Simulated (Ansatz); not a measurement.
Basis-set extrapolation for C₃H₆O₂Si, SMILES `C=C1O[SiH]1OC` (PBE0-D4/def2-TZVP geometry, frozen core, Ansatz). Multiplicity 1, RHF reference.

```tsv
	def2-TZVPP	def2-QZVPP
HF	-555.869487	-555.891678
MP2 correlation	-1.071373	-1.149565
CCSD(T) correlation	-1.152409	not run
```

Energies in hartree. Use E(X) = E(∞) + A·exp(−7.88·√X) for Hartree–Fock and E(X) = E(∞) + B·X^(−2.97) for correlation, with X = 3 and 4, and add CCSD(T) minus MP2 of the smaller set to the MP2 limit.

Problem. What is the CCSD(T) energy at the basis-set limit?

Solution. HF limit: -555.891678 + (-0.022191) × 0.13774 = -555.89473. MP2 limit: -1.149565 + (-0.078192) × 0.74074 = -1.20748. Higher-order term: -1.152409 − (-1.071373) = -0.08104. Total: -557.18325 hartree, 423.6 kJ/mol below CCSD(T)/def2-TZVPP.
